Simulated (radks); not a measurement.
The platinum ion Pt2+ inside a hard spherical wall (all orbitals vanish at R), configuration held at [Xe] 4f14 5d8 and not refilled when levels cross. Calculated with a radial shooting solver on a logarithmic mesh with Libxc functionals: scalar-relativistic Kohn-Sham, LDA (Slater exchange, Perdew-Wang correlation), spin-polarised, spherical densities, finite nucleus; open shells are filled with parallel spins first (spin-orbit coupling, left out, can overturn this in heavy ions); Fermi nuclear charge, rms radius 5.427 fm. Eigenvalues in eV for spin up, with the zero of energy where the potential of the charges vanishes at infinity; a dash marks a level that is unbound or too diffuse for the functional's potential to be trusted. A positive occupied level is held by the wall or, in an anion where self-interaction has pushed it up, behind a barrier. The pressure on the wall is -dE/dV.

\begin{tabular}{lrrrrrrrrr}
R (bohr) & E (hartree) & kinetic (hartree) & e(5s) & e(4f) & e(5p) & e(5d) & e(6s, empty) & e(6p, empty) & pressure (GPa) \\ \hline
free & -18398.3434 & 20503.236 & -123.54 & -91.678 & -77.661 & -26.716 & -22.860 & -14.755 & 0 \\
20 & -18398.3434 & 20503.236 & -123.54 & -91.678 & -77.661 & -26.716 & -22.860 & -14.755 & < 0.0001 \\
15 & -18398.3434 & 20503.236 & -123.54 & -91.678 & -77.661 & -26.716 & -22.860 & -14.755 & < 0.0001 \\
12 & -18398.3434 & 20503.236 & -123.54 & -91.678 & -77.661 & -26.716 & -22.860 & -14.755 & < 0.0001 \\
8 & -18398.3434 & 20503.236 & -123.54 & -91.678 & -77.660 & -26.716 & -22.859 & -14.737 & 0.000517 \\
7 & -18398.3433 & 20503.237 & -123.54 & -91.674 & -77.657 & -26.712 & -22.850 & -14.671 & 0.00757 \\
6 & -18398.3427 & 20503.245 & -123.51 & -91.641 & -77.626 & -26.685 & -22.789 & -14.389 & 0.109 \\
4 & -18398.2747 & 20503.763 & -122.05 & -90.068 & -76.246 & -25.356 & -20.041 & -8.790 & 22.3 \\
3 & -18397.7001 & 20506.943 & -116.24 & -83.532 & -70.825 & -19.354 & -7.085 & 10.687 & 383 \\
2 & -18390.5266 & 20539.325 & -88.643 & -50.386 & -42.226 & 18.014 & 81.423 & 121.00 & 12800 \\
\end{tabular}
